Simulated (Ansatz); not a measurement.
Al₅Ru₂⁻, relaxed as a singlet with RKS PBE-D4/def2-SVPD in Ansatz, starting from the GFN1-xTB geometry. Force threshold 0.02 eV/Å.

In the def2 sets Ru takes a core potential; there is no spin–orbit coupling. The restricted singlet is unstable towards broken spin symmetry in Hartree–Fock (as tested in another run); at PBE-D4/def2-SVPD this wasn't settled. Another isomer (singlet) lies 0.51 eV lower at PBE0-D4/def2-TZVPD; other spin states weren't run for this one.

Start:

Cartesian coordinates in Å:
```
Ru -1.231 1.305 0.612
Ru 0.166 0.006 1.887
Al 1.754 1.411 -0.487
Al -0.271 0.982 -1.953
Al 1.933 -1.062 0.056
Al -1.992 -1.196 0.957
Al -0.358 -1.445 -1.073
```

| step | energy (eV) | largest force component (eV/Å) | SCF passes |
| --- | --- | --- | --- |
| 1 | -38124.1376 | 1.951 | 136 |
| 2 | -38125.1327 | 1.275 | 102 |
| 3 | -38125.8523 | 1.402 | 61 |
| 4 | -38126.5765 | 1.264 | 57 |
| 5 | -38127.2275 | 1.005 | 41 |
| 6 | -38127.4300 | 0.216 | 34 |
| 7 | -38127.4372 | 0.191 | 28 |
| 8 | -38127.4409 | 0.029 | 29 |
| 9 | -38127.4411 | 0.005 | 30 |

Force components are those of the run's own axes.

End:

```xyz
7

Ru   -1.1289    1.0353    0.0642
Ru    0.3808   -0.3764    1.4365
Al    1.3765    1.2311   -0.2484
Al   -0.7165    1.4972   -2.2386
Al    2.3565   -1.3794    0.5555
Al   -2.0789   -0.9813    1.2782
Al   -0.1896   -1.0265   -0.8475
```

Bonds formed: Al3–Al7 (atoms count from 1). Metal–metal contacts that move far: Ru1–Al7 3.34 to 2.44 Å, Ru2–Al7 3.34 to 2.44 Å, Ru2–Al3 3.18 to 2.53 Å, Ru1–Al3 3.18 to 2.53 Å.

No frequencies were taken in this run, so the end may be a saddle point.

It took 20 s on 4 threads of AMD EPYC 9R45 on a shared host.
